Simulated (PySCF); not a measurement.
## Ti: interval between two levels

Ti [Ar] 3d2 4s2 [3F4, M_J = 4] → Ti [Ar] 3d1 4s2 4p1 [3F4, M_J = 4], as a difference of total energies. Calculation: PySCF 2.14, in x2c-TZVPall-2c (6s7p4d1f, 54 functions); the two-component X2C-1e Hamiltonian. Correlated levels: [Ne] frozen; the 6 highest virtual spinors dropped. "Screened" scales the spin-orbit matrix elements by Boettger's factors to mimic the two-electron term; Breit and QED terms are absent.

| method | interval between two levels (cm⁻¹) |
| --- | --- |
| GHF (spin-free) | 36369 |
| GMP2 (spin-free) | 35884 |
| GHF (screened spin-orbit) | 36447 |
| GMP2 (screened spin-orbit) | 35968 |

The labels give the starting determinants; with spin-orbit coupling the two ends relaxed to ⟨J²⟩ = 20.02, ⟨L²⟩ = 12.01, ⟨S²⟩ = 2.01 and ⟨J²⟩ = 20.22, ⟨L²⟩ = 12.17, ⟨S²⟩ = 2.05.
